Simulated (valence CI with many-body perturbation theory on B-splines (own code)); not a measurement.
# Level structure of Xe⁴⁷⁺

Computed by configuration interaction combined with many-body perturbation theory (CI+MBPT): five valence electrons over a frozen Dirac-Fock core [He], a basis of 9 s, 9 p, 8 d, 6 f, 3 g, 1 h functions for each j, with the one-electron correlation potential Σ1 (screened to all orders), the two-electron term Σ2, the three-electron term Σ3, Breit, model QED; selected single and double excitations, second order for the rest (own B-spline code, finite nucleus).

The last digits are not significant, and no measured levels were compared; by estimate large intervals hold to a few tenths of a per cent, small ones and those within an open d or f shell to about a per cent. Among the levels kept, up to 1800 cm⁻¹ of a level comes from second order outside the variational space, and about a tenth of that is noise between levels of different J, which matters for small intervals.

Levels 1 to 45 of 77, with energies above the lowest level, (2s^2 2p1/2^2 2p3/2) J=3/2. "Leading %" is the weight of the configuration and term that name the level; weights of strongly mixed levels are sums over their largest components and can fall short. In the jj column 3d3/2^4 stands for four electrons in 3d with j = 3/2.

| No. | Configuration | Term | J | E (× 10³ cm⁻¹) | Leading % | Leading jj | g |
| --- | --- | --- | --- | --- | --- | --- | --- |
| 1 | 2s2.2p3 | 2P° | 3/2 | 0.00 | 46 | 2s^2 2p1/2^2 2p3/2 (100 %) | 1.360 |
| 2 | 2s2.2p3 | 4S° | 3/2 | 2599.2 | 54 | 2s^2 2p1/2 2p3/2^2 (100 %) | 1.439 |
| 3 | 2s2.2p3 | 2D° | 5/2 | 2760.6 | 100 | 2s^2 2p1/2 2p3/2^2 (100 %) | 1.181 |
| 4 | 2s2.2p3 | 2P° | 1/2 | 3012.5 | 100 | 2s^2 2p1/2 2p3/2^2 (100 %) | 0.641 |
| 5 | 2s.2p4 | 4P | 5/2 | 4357.6 | 75 | 2s 2p1/2^2 2p3/2^2 (99 %) | 1.481 |
| 6 | 2s.2p4 | 2S | 1/2 | 4911.4 | 60 | 2s 2p1/2^2 2p3/2^2 (98 %) | 2.098 |
| 7 | 2s.2p4 | 2P | 3/2 | 4924.0 | 44 | 2s 2p1/2^2 2p3/2^2 (98 %) | 1.202 |
| 8 | 2s2.2p3 | 2P° | 3/2 | 5621.3 | 53 | 2s^2 2p3/2^3 (99 %) | 1.283 |
| 9 | 2s.2p4 | 4P | 3/2 | 7120.3 | 79 | 2s 2p1/2 2p3/2^3 (99 %) | 1.554 |
| 10 | 2s.2p4 | 2D | 5/2 | 7382.1 | 75 | 2s 2p1/2 2p3/2^3 (99 %) | 1.280 |
| 11 | 2s.2p4 | 2P | 1/2 | 7678.4 | 61 | 2s 2p1/2 2p3/2^3 (97 %) | 1.420 |
| 12 | 2s.2p4 | 2P | 3/2 | 7768.6 | 50 | 2s 2p1/2 2p3/2^3 (99 %) | 1.057 |
| 13 | 2p5 | 2P° | 3/2 | 9712.8 | 99 | 2p1/2^2 2p3/2^3 (99 %) | 1.316 |
| 14 | 2s.2p4 | 2S | 1/2 | 10418 | 37 | 2s 2p3/2^4 (98 %) | 1.760 |
| 15 | 2p5 | 2P° | 1/2 | 12480 | 100 | 2p1/2 2p3/2^4 (100 %) | 0.641 |
| 16 | 2s2.2p2.3s | 4P | 1/2 | 36895 | 48 | 2s^2 2p1/2^2 3s (99 %) | 2.017 |
| 17 | 2s2.2p2.3p | 2P° | 1/2 | 37427 | 44 | 2s^2 2p1/2^2 3p1/2 (99 %) | 0.657 |
| 18 | 2s2.2p2.3p | 2P° | 3/2 | 38298 | 31 | 2s^2 2p1/2^2 3p3/2 (99 %) | 1.331 |
| 19 | 2s2.2p2.3d | 2D | 3/2 | 38814 | 40 | 2s^2 2p1/2^2 3d3/2 (99 %) | 0.785 |
| 20 | 2s2.2p2.3d | 2D | 5/2 | 39102 | 33 | 2s^2 2p1/2^2 3d5/2 (99 %) | 1.197 |
| 21 | 2s2.2p2.3s | 4P | 3/2 | 39544 | 88 | 2s^2 2p1/2 2p3/2 3s (99 %) | 1.669 |
| 22 | 2s2.2p2.3s | 2P | 1/2 | 39602 | 67 | 2s^2 2p1/2 2p3/2 3s (99 %) | 1.298 |
| 23 | 2s2.2p2.3s | 2D | 5/2 | 39680 | 62 | 2s^2 2p1/2 2p3/2 3s (99 %) | 1.333 |
| 24 | 2s2.2p2.3s | 2D | 3/2 | 39716 | 62 | 2s^2 2p1/2 2p3/2 3s (99 %) | 0.983 |
| 25 | 2s2.2p2.3p | 4P° | 1/2 | 40072 | 46 | 2s^2 2p1/2 2p3/2 3p1/2 (99 %) | 1.719 |
| 26 | 2s2.2p2.3p | 4D° | 3/2 | 40116 | 56 | 2s^2 2p1/2 2p3/2 3p1/2 (99 %) | 1.142 |
| 27 | 2s2.2p2.3p | 2F° | 5/2 | 40213 | 46 | 2s^2 2p1/2 2p3/2 3p1/2 (99 %) | 1.077 |
| 28 | 2s2.2p2.3p | 2P° | 3/2 | 40410 | 41 | 2s^2 2p1/2 2p3/2 3p1/2 (98 %) | 1.341 |
| 29 | 2s2.2p2.3p | 4D° | 5/2 | 40845 | 42 | 2s^2 2p1/2 2p3/2 3p3/2 (82 %) | 1.455 |
| 30 | 2s2.2p2.3p | 2P° | 1/2 | 40912 | 34 | 2s^2 2p1/2 2p3/2 3p3/2 (98 %) | 1.627 |
| 31 | 2s2.2p2.3p | 2D° | 3/2 | 40961 | 52 | 2s^2 2p1/2 2p3/2 3p3/2 (99 %) | 1.170 |
| 32 | 2s2.2p2.3p | 2F° | 7/2 | 41016 | 62 | 2s^2 2p1/2 2p3/2 3p3/2 (99 %) | 1.238 |
| 33 | 2s2.2p2.3p | 2P° | 3/2 | 41040 | 29 | 2s^2 2p1/2 2p3/2 3p3/2 (78 %) | 1.407 |
| 34 | 2s.2p3.3s | 4P° | 5/2 | 41082 | 27 | 2s 2p1/2^2 2p3/2 3s (59 %) | 1.491 |
| 35 | 2s2.2p2.3p | 2D° | 5/2 | 41192 | 46 | 2s^2 2p1/2 2p3/2 3p3/2 (78 %) | 1.312 |
| 36 | 2s2.2p2.3p | 2P° | 1/2 | 41257 | 82 | 2s^2 2p1/2 2p3/2 3p3/2 (94 %) | 0.658 |
| 37 | 2s.2p3.3s | 2P° | 3/2 | 41272 | 28 | 2s 2p1/2^2 2p3/2 3s (78 %) | 1.482 |
| 38 | 2s2.2p2.3d | 4F | 3/2 | 41471 | 42 | 2s^2 2p1/2 2p3/2 3d3/2 (97 %) | 0.943 |
| 39 | 2s2.2p2.3d | 4F | 5/2 | 41487 | 55 | 2s^2 2p1/2 2p3/2 3d3/2 (96 %) | 0.982 |
| 40 | 2s2.2p2.3d | 4D | 1/2 | 41502 | 80 | 2s^2 2p1/2 2p3/2 3d3/2 (100 %) | 0.235 |
| 41 | 2s2.2p2.3d | 2G | 7/2 | 41595 | 46 | 2s^2 2p1/2 2p3/2 3d3/2 (93 %) | 1.044 |
| 42 | 2s2.2p2.3d | 2F | 5/2 | 41605 | 18 | 2s 2p1/2^2 2p3/2 3p1/2 (54 %) | 1.274 |
| 43 | 2s.2p3.3p | 6P | 3/2 | 41626 | 23 | 2s 2p1/2^2 2p3/2 3p1/2 (81 %) | 1.632 |
| 44 | 2s.2p3.3s | 2P° | 1/2 | 41630 | 38 | 2s 2p1/2^2 2p3/2 3s (92 %) | 0.770 |
| 45 | 2s.2p3.3s | 2P° | 3/2 | 41651 | 32 | 2s 2p1/2^2 2p3/2 3s (96 %) | 1.371 |

The ionisation energy to 2s2.2p2 3P_0 of the next ion comes out as 8381.8 eV (NIST: 8382 ± 4 eV (theoretical)). All 77 levels together are meant to be complete up to 43340 × 10³ cm⁻¹.
